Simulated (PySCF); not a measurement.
**Assignment exercise: C5H11NO2Si2**

Atoms are numbered as in `[CH3:1][O:2][Si@@H:3]1[CH2:4][CH2:5][C@@H:6]([C:7]#[N:8])[SiH2:9][O:10]1` (H(Xn): hydrogen on atom n). Ha(C4), Ha(C5), Ha(Si9) are cis to O2 on the ring; Hb(C4), Hb(C5), Hb(Si9) are trans to O2 on the ring.

PySCF 2.14 calculation with shieldings: GIAO PBE0/pcSseg-1 and coordinates at the GFN2-xTB level; averaged over atoms made equivalent by symmetry, fast rotation or ring inversion, no solvent model, one computed conformer, relativity neglected.

Referencing at the same level of theory: 13C (σ = 186.93 ppm) and 1H (σ = 31.72 ppm) vs TMS.

Q: Assign these signals to the numbered atoms. 13C{1H} NMR (computed): δ 123.7 (C), 52.7 (CH3), 27.2 (CH2), 17.1 (CH2), 15.1 (CH).

A: 
123.7 → C7, nitrile carbon: typical of a nitrile
52.7 → C1, methyl carbon bonded to O: deshielded by the electronegative neighbour
27.2 → C5, sp3 CH2 in a ring: a saturated carbon with 2 carbon neighbours and no heteroatom attached
17.1 → C4, sp3 CH2 bonded to Si
15.1 → C6, sp3 CH bonded to Si, α to a nitrile

Q: Assign these signals to the numbered atoms. 1H NMR (400 MHz, computed): δ 5.24 (m, 1H), 5.15 (m, 1H), 4.97 (m, 1H), 3.94 (s, 3H), 2.47 (m, 1H), 1.85 (m, 1H), 1.76 (m, 1H), 0.90 (m, 1H), 0.75 (m, 1H).

A: 
5.24 → Ha(Si9), hydrogen on a silicon bonded to C, O, in a 6-membered ring
5.15 → Hb(Si9), hydrogen on a silicon bonded to C, O, in a 6-membered ring
4.97 → H(Si3), hydrogen on a silicon bonded to C, 2 O, in a 6-membered ring
3.94 → H(C1), hydrogen on a methyl carbon bonded to O: its carbon carries O, which withdraws density
2.47 → Ha(C5), hydrogen on an sp3 CH2 in a ring
1.85 → Hb(C5), hydrogen on an sp3 CH2 in a ring
1.76 → H(C6), hydrogen on an sp3 CH bonded to Si, α to a nitrile
0.90 → Hb(C4), hydrogen on an sp3 CH2 bonded to Si: an electropositive neighbour shields it, as in TMS itself
0.75 → Ha(C4), hydrogen on an sp3 CH2 bonded to Si

Ha(Si9) and Hb(Si9); Hb(C5) and H(C6) lie closer than the usual error of such a calculation, so a measured spectrum could show them in the other order.

Shifts are as computed. Against solution values, carbons near 30 ppm lie about +3 ppm off and those near 130 ppm about +5 ppm. Of 1309 compounds with measured shifts, 239 miss one by over three times the rms of a fit or turn the order of signals round; such compounds aren't used in these exercises. Multiplicities follow the n + 1 count of equivalent neighbours, as no J values were calculated; m marks all less simple cases, F and P coupling included.
